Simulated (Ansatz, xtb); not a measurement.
## C2H2F2Te: which of two isomers lies lower

We compare a, `F[C@H]1[Te][C@@H]1F`, a singlet, with b, `FC1(F)C[Te]1`, a singlet. Both are isolated molecules in the gas phase, relaxed with BLYP-D3(BJ)/def2-SVP.

Quicker runs give these differences E(b) − E(a): GFN2-xTB −3.6 kcal/mol; HF/STO-3G −8.2 kcal/mol (at GFN2-xTB geometries); r2SCAN-D4/def2-SVP −8.1 kcal/mol (at GFN2-xTB geometries).

**Question.** Estimate E(b) − E(a) at the level CCSD(T)/def2-SVP + ΔMP2/def2-TZVPP.

**Answer.** Calculated at CCSD(T)/def2-SVP + ΔMP2/def2-TZVPP: E(b) − E(a) = −6.3 kcal/mol, so structure b lies lower.

Level by level:

```tsv
level	geometry	E(b) − E(a) (kcal/mol)	departure from the last row (kcal/mol)	job, with rough time for the two
GFN2-xTB	GFN2-xTB	−3.6	+2.7	optimisation, 0.96 s
HF/STO-3G	GFN2-xTB	−8.2	−1.9	single point, 4.4 s
r2SCAN-D4/def2-SVP	GFN2-xTB	−8.1	−1.8	single point, 13 s
BLYP-D3(BJ)/def2-SVP	BLYP-D3(BJ)/def2-SVP	−6.6	−0.4	optimisation, 63 s
HF/def2-SVP	BLYP-D3(BJ)/def2-SVP	−7.8	−1.5	part of the CCSD(T) run
MP2/def2-SVP	BLYP-D3(BJ)/def2-SVP	−8.5	−2.2	part of the CCSD(T) run
CCSD(T)/def2-SVP	BLYP-D3(BJ)/def2-SVP	−8.1	−1.8	single point
CCSD(T)/def2-SVP + ΔMP2/def2-TZVPP	BLYP-D3(BJ)/def2-SVP	−6.3		single point, 2.4 min
```

As drawn, both hold the same kinds of bond in the same numbers.

None of the levels shown reverses the order. The largest departure from CCSD(T)/def2-SVP + ΔMP2/def2-TZVPP is that of GFN2-xTB, 2.7 kcal/mol. The last row adds to CCSD(T) the change of the MP2 difference between the two basis sets, here +1.8 kcal/mol.

With harmonic frequencies from BLYP-D3(BJ)/def2-SVP (ideal gas, rigid rotor, one conformer each, 400 K, 1 atm): the zero-point term adds −0.2 kcal/mol; ΔH is −6.5 and ΔG −6.8 kcal/mol.

The correlated steps freeze 8 core orbitals; the filled d shell of Te is correlated, in a basis made for valence electrons. Atoms past krypton carry core potentials in the def2 sets, other sets are all-electron and non-relativistic, and no spin–orbit term is included. Mirror images aren't counted in ΔG. Run with Ansatz 0.2.0, xtb 6.7.1; the last row on 1 thread of AMD EPYC (Zen 3) on a shared host.
